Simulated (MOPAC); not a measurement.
Job for MOPAC: AM1 on C3H7Cl (a complex), monomers drawn apart or pushed together.

```
AM1 1SCF PRECISE CHARGE=0 THREADS=1
C3H7Cl

Cl     0.24084967 1     0.21108879 1     0.53839579 1
H      0.54917045 1     0.09146556 1     1.79286712 1
C      1.05854488 1    -0.56141985 1     4.87657347 1
C      0.14967142 1     0.39813495 1     5.03043646 1
C     -1.32990775 1     0.19135917 1     5.03237375 1
H      0.77007447 1    -1.59924595 1     4.75110094 1
H      2.11905340 1    -0.34500390 1     4.88618221 1
H      0.48987817 1     1.42255277 1     5.15822073 1
H     -1.80195965 1     0.76518907 1     4.23014256 1
H     -1.58845780 1    -0.85961334 1     4.90014742 1
H     -1.76779485 1     0.54127389 1     5.97107955 1
```

It printed:

```
*******************************************************************************
 **                                                                           **
 **                              MOPAC v23.2.5                                **
 **                                                                           **
 *******************************************************************************
 ** MOPAC's Digital Object Identifier: https://doi.org/10.5281/zenodo.6511958 **
 **                                                                           **
 ** Please cite the open-source release paper for use of this MOPAC version:  **
 ** J. E. Moussa and J. J. P. Stewart (2026)                                  **
 ** MOPAC: An open-source semiempirical molecular orbital program             **
 ** J. Open Source Softw., 11(119), 8025, https://doi.org/10.21105/joss.08025 **
 *******************************************************************************

                              AM1 CALCULATION RESULTS

 *******************************************************************************
 *  AM1        - The AM1 Hamiltonian to be used
 *
 *
 *
 *                 CHARGE ON SYSTEM = 0
 *
 *
 *
 *  PRECISE    - TIGHTER CRITERIA TO BE USED
 *  1SCF       - DO 1 SCF AND THEN STOP
 *  THREADS=1  - MULTI-THREADING NOT USED
 *  T=         - A TIME OF 172800.0 SECONDS REQUESTED
 *  DUMP=N     - RESTART FILE WRITTEN EVERY 7200.0 SECONDS REQUESTED
 *******************************************************************************
AM1 1SCF PRECISE CHARGE=0 THREADS=1
 C3H7Cl

   ATOM   CHEMICAL          X               Y               Z
  NUMBER   SYMBOL      (ANGSTROMS)     (ANGSTROMS)     (ANGSTROMS)

     1      Cl          0.24084967  *   0.21108879  *   0.53839579  *
     2       H          0.54917045  *   0.09146556  *   1.79286712  *
     3       C          1.05854488  *  -0.56141985  *   4.87657347  *
     4       C          0.14967142  *   0.39813495  *   5.03043646  *
     5       C         -1.32990775  *   0.19135917  *   5.03237375  *
     6       H          0.77007447  *  -1.59924595  *   4.75110094  *
     7       H          2.11905340  *  -0.34500390  *   4.88618221  *
     8       H          0.48987817  *   1.42255277  *   5.15822073  *
     9       H         -1.80195965  *   0.76518907  *   4.23014256  *
    10       H         -1.58845780  *  -0.85961334  *   4.90014742  *
    11       H         -1.76779485  *   0.54127389  *   5.97107955  *



          CARTESIAN COORDINATES

    NO.       ATOM           X           Y           Z

     1        Cl          0.2408      0.2111      0.5384
     2         H          0.5492      0.0915      1.7929
     3         C          1.0585     -0.5614      4.8766
     4         C          0.1497      0.3981      5.0304
     5         C         -1.3299      0.1914      5.0324
     6         H          0.7701     -1.5992      4.7511
     7         H          2.1191     -0.3450      4.8862
     8         H          0.4899      1.4226      5.1582
     9         H         -1.8020      0.7652      4.2301
    10         H         -1.5885     -0.8596      4.9001
    11         H         -1.7678      0.5413      5.9711

  H: (AM1): M.J.S. DEWAR ET AL, J. AM. CHEM. SOC. 107 3902-3909 (1985)
  C: (AM1): M.J.S. DEWAR ET AL, J. AM. CHEM. SOC. 107 3902-3909 (1985)
 Cl: (AM1): M.J.S. DEWAR AND E. G. ZOEBISCH, THEOCHEM, 180, 1 (1988).

           Empirical Formula: C3 H7 Cl  =    11 atoms



      MOLECULAR POINT GROUP   :   C1


      RHF CALCULATION, NO. OF DOUBLY OCCUPIED LEVELS = 13


 -------------------------------------------------------------------------------
 AM1 1SCF PRECISE CHARGE=0 THREADS=1
 C3H7Cl



     1SCF WAS SPECIFIED, SO BFGS WAS NOT USED
     SCF FIELD WAS ACHIEVED


                              AM1 CALCULATION
                                                       MOPAC v23.2.5 Linux




          FINAL HEAT OF FORMATION =        -16.92878 KCAL/MOL =     -70.83000 KJ/MOL


          COSMO AREA              =        138.26 SQUARE ANGSTROMS
          COSMO VOLUME            =        118.58 CUBIC ANGSTROMS

          IONIZATION POTENTIAL    =         10.303281 EV
          HOMO LUMO ENERGIES (EV) =        -10.303  1.091
          NO. OF FILLED LEVELS    =         13
          MOLECULAR WEIGHT        =         78.5413         POINT GROUP:  C1

          MOLECULAR DIMENSIONS (Angstroms)

            Atom       Atom       Distance
            H    11   Cl     1     5.80153
            H     9    H     7     4.04808
            H     8    H     6     2.85208


          SCF CALCULATIONS        =          1





   ATOM   CHEMICAL          X               Y               Z
  NUMBER   SYMBOL      (ANGSTROMS)     (ANGSTROMS)     (ANGSTROMS)

     1      Cl          0.24084967  *   0.21108879  *   0.53839579  *
     2       H          0.54917045  *   0.09146556  *   1.79286712  *
     3       C          1.05854488  *  -0.56141985  *   4.87657347  *
     4       C          0.14967142  *   0.39813495  *   5.03043646  *
     5       C         -1.32990775  *   0.19135917  *   5.03237375  *
     6       H          0.77007447  *  -1.59924595  *   4.75110094  *
     7       H          2.11905340  *  -0.34500390  *   4.88618221  *
     8       H          0.48987817  *   1.42255277  *   5.15822073  *
     9       H         -1.80195965  *   0.76518907  *   4.23014256  *
    10       H         -1.58845780  *  -0.85961334  *   4.90014742  *
    11       H         -1.76779485  *   0.54127389  *   5.97107955  *

                             CARTESIAN COORDINATES

   1   Cl        0.240849670     0.211088790     0.538395790
   2    H        0.549170450     0.091465560     1.792867120
   3    C        1.058544880    -0.561419850     4.876573470
   4    C        0.149671420     0.398134950     5.030436460
   5    C       -1.329907750     0.191359170     5.032373750
   6    H        0.770074470    -1.599245950     4.751100940
   7    H        2.119053400    -0.345003900     4.886182210
   8    H        0.489878170     1.422552770     5.158220730
   9    H       -1.801959650     0.765189070     4.230142560
  10    H       -1.588457800    -0.859613340     4.900147420
  11    H       -1.767794850     0.541273890     5.971079550


           Empirical Formula: C3 H7 Cl  =    11 atoms



      MOLECULAR POINT GROUP   :   C1


                  EIGENVALUES
 -36.89351 -35.35519 -28.35774 -20.86970 -16.58469 -16.25735 -14.61248 -14.25506
 -12.91569 -12.24580 -12.24560 -12.13910 -10.30328   1.09063   1.91010   3.81812
   4.12586   4.40328   4.47063   4.88520   4.91621   5.48531   5.65315


              NET ATOMIC CHARGES AND DIPOLE CONTRIBUTIONS

  ATOM NO.   TYPE          CHARGE      No. of ELECS.   s-Pop       p-Pop
    1         Cl          -0.177096        7.1771     1.98098     5.19612
    2          H           0.176542        0.8235     0.82346
    3          C          -0.233263        4.2333     1.24203     2.99123
    4          C          -0.164054        4.1641     1.22916     2.93489
    5          C          -0.186411        4.1864     1.20594     2.98047
    6          H           0.110920        0.8891     0.88908
    7          H           0.113780        0.8862     0.88622
    8          H           0.115558        0.8844     0.88444
    9          H           0.081524        0.9185     0.91848
   10          H           0.078124        0.9219     0.92188
   11          H           0.084376        0.9156     0.91562
 DIPOLE           X         Y         Z       TOTAL
 POINT-CHG.    -0.030    -0.013     1.109     1.109
 HYBRID         0.105    -0.010     0.355     0.371
 SUM            0.075    -0.023     1.464     1.466


          ATOMIC ORBITAL ELECTRON POPULATIONS

     Atom    s        px        py        pz
    1 Cl   1.98098   1.95464   1.99316   1.24831
    2  H   0.82346
    3  C   1.24203   0.98588   0.98560   1.01975
    4  C   1.22916   0.94966   0.99133   0.99391
    5  C   1.20594   0.93186   1.02330   1.02531
    6  H   0.88908
    7  H   0.88622
    8  H   0.88444
    9  H   0.91848
   10  H   0.92188
   11  H   0.91562

 **********************
 *                    *
 * JOB ENDED NORMALLY *
 *                    *
 **********************




 == MOPAC DONE ==
```

The run finished.

Cost: around 0.020 core-seconds (rough).
